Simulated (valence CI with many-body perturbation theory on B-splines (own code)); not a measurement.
**Energy levels of Ni XIV**

Computed by valence CI with perturbative core correlation (CI+MBPT): five valence electrons over a frozen Dirac-Fock core [Ne], radial functions for each j: 11 s, 11 p, 10 d, 8 f, 5 g, 2 h, with the one-electron correlation potential Σ1, the two-electron term Σ2, the three-electron term Σ3, Breit, model QED; selected CI, second order for the rest, scaled by the run's own slope (own B-spline code, finite nucleus).

No measured levels were compared; by estimate levels of excited configurations hold to 0.05 to 0.15 % of their energy, terms of the ground configuration to about 0.5 %. Among the levels kept, up to 3200 cm⁻¹ of a level comes from second order outside the variational space, and about a tenth of that is noise between levels of different J, which matters for small intervals.

Levels 91 to 135 of 172, with energies above the lowest level, 3s²3p³ ⁴S°_3/2. "Leading %" is the weight of the configuration and term that name the level; weights of strongly mixed levels are sums over their largest components and can fall short. Lifetimes count E1, E2, E3, M1 and M2 decay at the calculated energies, and are blank where another channel may lead or the interval is too uncertain; long ones can be off by a factor of two.

```tsv
No.	Configuration	Term	J	E (cm⁻¹)	Leading %	Lifetime	g
91	3s3p³3d	²G°	7/2	943280	50	35.1 ps	1.016
92	3s3p³3d	²F°	5/2	949140	85	70.5 ps	0.876
93	3s3p³3d	²G°	9/2	954030	76	40.7 ps	1.117
94	3s3p³3d	²F°	7/2	957760	38	44.3 ps	1.051
95	3s3p³3d	⁴D°	3/2	980420	57	12.2 ps	1.061
96	3s3p³3d	⁴D°	5/2	980760	79	11.7 ps	1.334
97	3s3p³3d	⁴D°	7/2	981710	84	12.6 ps	1.397
98	3s3p³3d	⁴D°	1/2	982340	68	11.8 ps	0.168
99	3s3p³3d	²D°	3/2	987070	55	13.8 ps	0.950
100	3s3p³3d	²D°	5/2	993280	23	14.5 ps	0.997
101	3s3p³3d	²P°	1/2	994930	64	17.1 ps	0.555
102	3s3p³3d	²D°	5/2	996470	38	14.1 ps	1.036
103	3s3p³3d	²F°	7/2	1003000	47	12.3 ps	1.134
104	3s3p³3d	²P°	3/2	1008500	76	25.3 ps	1.291
105	3s²3p3d²	⁴G°	5/2	1010200	75	28.7 ps	0.626
106	3s²3p3d²	⁴G°	7/2	1014500	82	31.7 ps	1.001
107	3s3p³3d	²D°	3/2	1018600	54	13.6 ps	0.842
108	3s3p³3d	²S°	1/2	1020300	53	10.8 ps	1.885
109	3s²3p3d²	⁴G°	9/2	1021200	91	42.1 ps	1.172
110	3s3p³3d	²D°	5/2	1024500	39	13.9 ps	1.097
111	3s3p³3d	²P°	3/2	1029900	38	8.24 ps	1.325
112	3s²3p3d²	⁴G°	11/2	1031800	93	44.0 ps	1.272
113	3s3p³3d	²F°	5/2	1032100	59	13.3 ps	0.973
114	3s3p³3d	²F°	7/2	1034500	86	13.6 ps	1.157
115	3s²3p3d²	²P°	1/2	1045300	31	8.41 ps	0.723
116	3s²3p3d²	⁴D°	1/2	1064500	84	16.2 ps	0.049
117	3s²3p3d²	⁴D°	3/2	1066800	79	16.3 ps	1.187
118	3s²3p3d²	⁴D°	5/2	1069600	57	14.8 ps	1.253
119	3s²3p3d²	⁴D°	7/2	1077200	59	14.2 ps	1.352
120	3s²3p3d²	²F°	5/2	1077500	51	13.4 ps	0.971
121	3s3p³3d	²P°	3/2	1081300	67	8.60 ps	1.235
122	3s²3p3d²	⁴F°	3/2	1081900	74	8.87 ps	0.532
123	3s3p³3d	²P°	1/2	1083700	79	8.85 ps	0.654
124	3s²3p3d²	⁴P°	1/2	1084800	82	13.2 ps	2.593
125	3s²3p3d²	²H°	9/2	1085000	85	27.5 ps	0.940
126	3s²3p3d²	⁴F°	5/2	1085400	78	9.14 ps	1.062
127	3s²3p3d²	⁴P°	3/2	1090300	81	13.2 ps	1.691
128	3s²3p3d²	⁴F°	7/2	1090400	69	9.78 ps	1.255
129	3s²3p3d²	²F°	7/2	1091700	53	13.4 ps	1.197
130	3s²3p3d²	⁴F°	9/2	1091900	80	9.75 ps	1.303
131	3s²3p3d²	⁴P°	5/2	1097100	30	10.5 ps	1.343
132	3s²3p3d²	²D°	3/2	1099000	38	11.0 ps	0.811
133	3s²3p3d²	⁴P°	5/2	1101600	50	10.8 ps	1.425
134	3s²3p3d²	²H°	11/2	1106600	97	32.6 ps	1.090
135	3s²3p3d²	²G°	7/2	1110800	69	11.2 ps	0.903
```

Names give the largest LS component (configuration and term), which can be under half, so a name can repeat, a term be missing and a line seem to break the LS rules; names also repeat where a configuration has a term twice.

Where two levels of one J and parity lie close, their mixing, g and order are uncertain.
